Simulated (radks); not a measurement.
Question: The tungsten ion W1.5+, configuration [Xe] 4f14 5d2.5 6p2 (fractional occupations, a model configuration). All-electron calculation, scalar-relativistic Kohn-Sham, PBE, spin-unpolarised, spherical densities, finite nucleus; Fermi nuclear charge, rms radius 5.3658 fm. Program: a radial shooting solver on a logarithmic mesh with Libxc functionals. Some entries of the table are withheld. Estimate them.

orbital  occ.  eigenvalue (hartree)  <r> (bohr)  <1/r> (bohr^-1)
1s          2             -2553.683     0.01835            87.05
2s          2             -441.3725     0.07758            20.35
2p          6             -386.1811     0.06944            18.45
3s          2             -102.1937      0.2011            7.538
3p          6             -85.84147      0.2013            6.961
3d         10             -67.00843      0.1824            6.577
4s          2             -21.63995      0.4496            3.203
4p          6             -16.27460      0.4780            2.911
4d         10              -9.46676      0.5114            2.589
5s          2              -3.60158       1.063            1.257
5p          6              -2.27160       1.233            1.063
4f         14                   (1)         (2)            2.086
5d        2.5              -0.77341       1.784           0.7248
6p          2              -0.45175       3.405           0.3688

Answer: 
(1) 4f eigenvalue (hartree): -1.92367
(2) 4f <r> (bohr): 0.6062
